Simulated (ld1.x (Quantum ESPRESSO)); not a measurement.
An all-electron radial function and its pseudo partner (Sn)

Columns: radius, all-electron u(r) and pseudo u(r) of the 5p shell (level -3.87 eV) of tin in the configuration [Kr] 4d10 5s2 5p2; LDA (PZ), scalar-relativistic, TM scheme, ld1.x (Quantum ESPRESSO) 7.5.

```csv
r (bohr),all-electron,pseudo
0.105,0.0552,-0.0019
0.210,-0.1488,-0.0076
0.315,-0.1165,-0.0172
0.420,0.0402,-0.0304
0.525,0.1800,-0.0473
0.630,0.2509,-0.0677
0.735,0.2529,-0.0917
0.840,0.2048,-0.1190
0.945,0.1266,-0.1497
1.050,0.0345,-0.1838
1.155,-0.0607,-0.2212
1.260,-0.1524,-0.2616
1.365,-0.2367,-0.3047
1.470,-0.3117,-0.3496
1.575,-0.3769,-0.3950
1.680,-0.4323,-0.4393
1.785,-0.4783,-0.4803
1.890,-0.5158,-0.5161
1.995,-0.5455,-0.5455
2.100,-0.5682,-0.5682
2.205,-0.5849,-0.5849
2.310,-0.5961,-0.5961
2.415,-0.6026,-0.6026
2.520,-0.6051,-0.6051
2.625,-0.6041,-0.6041
2.730,-0.6001,-0.6001
```

(1) How many radial nodes do the two functions have?

(2) At about which radius was the pseudo-wave matched?

(3) Is the pseudo-wave norm-conserving?

Answers

(1) The all-electron 5p function has n − l − 1 = 3; the pseudo-wave has 0, since the states of the same l below it are removed with the core.

(2) 2.10 bohr. The columns agree to 0.0005 from 1.89 bohr on; several derivatives are matched, so the curves merge somewhat inside the radius.

(3) Yes: the TM scheme keeps the norm inside the radius equal to the all-electron one, which fixes the energy derivative of the logarithmic derivative at the level.
